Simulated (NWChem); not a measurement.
Molecule: C2H6BFO; SMILES CB(O)CF

```xyz
11

C     -0.5462     1.9820     0.0090
B      0.0640     0.5319    -0.0143
O      1.4132     0.3505    -0.0069
C     -0.8251    -0.7935    -0.0200
F      0.0145    -1.9266     0.0157
H      0.1968     2.7557    -0.2669
H     -1.4353     2.0842    -0.6472
H     -0.8988     2.2128     1.0391
H      1.5909    -0.6158     0.0044
H     -1.4646    -0.8552    -0.9314
H     -1.5176    -0.8363     0.8527
```
Atoms are numbered in this order, from 1.

All runs: NWChem. Coordinates come from a PBE-D3(BJ)/def2-SVP optimisation. Level SCAN/def2-SVP: energy and gradient on several grids; changes count from the extra-fine grid, which is no exact limit either.

| grid | size of the energy change (μHa) | largest change of a gradient component (μHa/bohr) | time, medium = 1 (rough) |
|---|---|---|---|
| xcoarse | 20000 | 5000 | about 1 |
| coarse | 4000 | 1000 | about 1 |
| medium | 200 | 2000 | about 1 |
| fine | 800 | 900 | about 1 |
| xfine | < 10 | < 30 | 3 |
